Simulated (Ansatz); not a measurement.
**Question.** Name a neutral molecule of Ag with LUMO energy (ωB97M-V/def2-TZVPP) between -0.95 and -0.65 eV and LUMO energy (PBE/def2-TZVPP) between -3.30 and -3.00 eV (Ansatz, PBE0-D4/def2-TZVP geometry).

**Answer.** `[Ag][Ag]` (-0.75 eV, -3.16 eV). Other molecules can fit too; these were computed, each in one conformer that needn't be the lowest.
